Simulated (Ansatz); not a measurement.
Consider the cleavage of the Ge–Ga bond: `[OH][GaH][GeH3]` + `C=C(N)O` → `C=C(N)[O][GeH3]` + `[OH][GaH2]`.

Gas-phase electronic energies from Ansatz, PBE0-D4/def2-TZVP geometries. CCSD(T)/CBS is the MP2 limit (def2-TZVPP, def2-QZVPP) plus CCSD(T) − MP2 in def2-TZVPP, frozen cores. Functionals use def2-TZVPP. B3LYP here is the variant with VWN-RPA as its local correlation; programs differ in this. For Ga, Ge outer-core shells are correlated without core-valence functions, which leaves a few kJ/mol of doubt a bond. Scalar relativity is left out up to krypton. Each species was taken in one conformer, which may not be the lowest.

```json
{"level": "r2SCAN-D4", "ΔE (kJ/mol)": "23.8", "difference from CCSD(T)/CBS": "4.6"}
{"level": "PBE0-D4", "ΔE (kJ/mol)": "30.1", "difference from CCSD(T)/CBS": "10.9"}
{"level": "B3LYP-D4", "ΔE (kJ/mol)": "19.0", "difference from CCSD(T)/CBS": "-0.2"}
{"level": "ωB97X-V", "ΔE (kJ/mol)": "14.3", "difference from CCSD(T)/CBS": "-4.9"}
{"level": "ωB97M-V", "ΔE (kJ/mol)": "17.6", "difference from CCSD(T)/CBS": "-1.6"}
{"level": "B2PLYP", "ΔE (kJ/mol)": "17.2", "difference from CCSD(T)/CBS": "-2.0"}
{"level": "PBE", "ΔE (kJ/mol)": "35.3", "difference from CCSD(T)/CBS": "16.1"}
{"level": "r2SCAN", "ΔE (kJ/mol)": "24.8", "difference from CCSD(T)/CBS": "5.6"}
{"level": "HF/def2-TZVPP", "ΔE (kJ/mol)": "5.7", "difference from CCSD(T)/CBS": "-13.5"}
{"level": "MP2/def2-TZVPP", "ΔE (kJ/mol)": "10.6", "difference from CCSD(T)/CBS": "-8.6"}
{"level": "CCSD/def2-TZVPP", "ΔE (kJ/mol)": "13.9", "difference from CCSD(T)/CBS": "-5.3"}
{"level": "HF/def2-QZVPP", "ΔE (kJ/mol)": "4.2", "difference from CCSD(T)/CBS": "-15.0"}
{"level": "MP2/def2-QZVPP", "ΔE (kJ/mol)": "13.6", "difference from CCSD(T)/CBS": "-5.6"}
{"level": "SCS-MP2/def2-QZVPP", "ΔE (kJ/mol)": "7.7", "difference from CCSD(T)/CBS": "-11.5"}
{"level": "HF/CBS(def2)", "ΔE (kJ/mol)": "4.0", "difference from CCSD(T)/CBS": "-15.2"}
{"level": "MP2/CBS(def2)", "ΔE (kJ/mol)": "16.7", "difference from CCSD(T)/CBS": "-2.5"}
{"level": "CCSD(T)/CBS", "ΔE (kJ/mol)": "19.2", "difference from CCSD(T)/CBS": "0"}
```

Largest T1 diagnostic among the species: 0.015.

In def2-TZVPP, CCSD(T) changes the Hartree–Fock value by +7.5 kJ/mol (the triples alone add −0.7 kJ/mol) and MP2 by +4.9 kJ/mol. The D4 term adds −5.5 kJ/mol with B3LYP and −3.0 kJ/mol with PBE0; it sums over pairs of atoms, weighted by their polarisabilities, and B3LYP, whose exchange is more repulsive, gets the larger term.
